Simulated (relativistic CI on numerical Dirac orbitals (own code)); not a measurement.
# Electric-dipole lines of Xe

These numbers are calculated, not measured: Dirac-Coulomb-Breit CI, separate exchange-only KLI orbitals for each configuration, a model potential for QED, valence Slater integrals scaled by 0.85, P86 correlation energy added to each configuration (own radial code, finite nucleus).

Configuration list (outside the closed core [Kr] 4d10 5s2): 5p6, 5p5 6s, 5p5 6p, 5p5 5d, 5p5 7s, 5p5 7p, 5p5 6d, 5p5 8s, 5p5 4f, 5p5 8p, 5p5 7d, 5p5 5f, 5p5 5g, 5p5 8d. Double excitations out of closed p, d and f shells are left out; levels of such configurations are missing from the list, as are those of other unlisted configurations, and high levels can miss mixing partners.

| λ vac (Å) | Lower | Upper | A (s⁻¹) | E lower (cm⁻¹) | E upper (cm⁻¹) |
| --- | --- | --- | --- | --- | --- |
| 1035.2 | 5p6 1S_0 [1] | 5p5 7s 3P°_1 [92] | 9.81e+07 | 0.0 | 96602.9 |
| 1050.9 | 5p6 1S_0 [1] | 5p5 8d 3D°_1 [86] | 8.21e+07 | 0.0 | 95160.5 |
| 1053.3 | 5p6 1S_0 [1] | 5p5 8d 3P°_1 [67] | 2.00e+07 | 0.0 | 94940.1 |
| 1065.4 | 5p6 1S_0 [1] | 5p5 7d 1P°_1 [66] | 2.20e+05 | 0.0 | 93859.0 |
| 1077.4 | 5p6 1S_0 [1] | 5p5 7d 3P°_1 [53] | 7.75e+04 | 0.0 | 92814.8 |
| 1091.1 | 5p6 1S_0 [1] | 5p5 8s 1P°_1 [41] | 1.21e+08 | 0.0 | 91653.2 |
| 1096.6 | 5p6 1S_0 [1] | 5p5 6d 1P°_1 [39] | 1.22e+08 | 0.0 | 91187.4 |
| 1123.8 | 5p6 1S_0 [1] | 5p5 6d 3P°_1 [27] | 5.35e+06 | 0.0 | 88983.1 |
| 1162.6 | 5p6 1S_0 [1] | 5p5 7s 1P°_1 [21] | 2.32e+08 | 0.0 | 86016.9 |
| 1182.6 | 5p6 1S_0 [1] | 5p5 5d 1P°_1 [19] | 3.64e+08 | 0.0 | 84560.8 |
| 1225.5 | 5p6 1S_0 [1] | 5p5 5d 3P°_1 [14] | 1.84e+07 | 0.0 | 81596.2 |
| 1268.8 | 5p6 1S_0 [1] | 5p5 6s 3P°_1 [8] | 2.87e+08 | 0.0 | 78813.5 |
| 1440.2 | 5p6 1S_0 [1] | 5p5 6s 1P°_1 [3] | 3.13e+08 | 0.0 | 69437.0 |
| 4859.8 | 5p5 6s 3P°_2 [2] | 5p5 6p 3D_1 [25] | 2.57e+05 | 68348.6 | 88925.7 |

Terms are leading LS components. Brackets give the number of a level in order of energy, since labels repeat. The list gives strong lines, with weight on those to low levels, without lines whose two gauges differ by over a factor of 2.5, among the lowest 92 of 127 levels, so that lines to higher ones, which can be the strongest, are missing, and without lines across small gaps between configurations, and without 97 lines that miss the measured interval by over 3.5 %, start from a term whose rates miss tabulated ones by over 60 %, have gauges far apart or, lacking measured levels, span too small a gap for the errors found; lines with a level outside our table were not tested and can miss by more. Levels whose partners in the same complex of configurations lie outside the list can be far off, and so can their lines. Rates are taken at the computed energies, electric ones in the length gauge.

For a near-neutral ion this model can misplace configurations by up to about 10,000 cm⁻¹ (more where the count of f electrons changes) and terms by 10 to 25 % of their spread. Rates follow the energies as ν³ (E1, M1) or ν⁵ (E2), so they and the lifetimes can be off by large factors. The fine structure of a lone outer electron comes out too small, for d and f at times inverted, and misplaced configurations move strength between like terms. 22 of the 26 excited levels that our extract of the measured tables holds in this range could be paired (the sources list more); they are missed by 871 cm⁻¹ on average and 1658 at most, and levels without a partner can miss by more.

LS names give the leading component of a level, which can be under half, so a name can repeat, a term be missing and a line seem to break the LS rules.
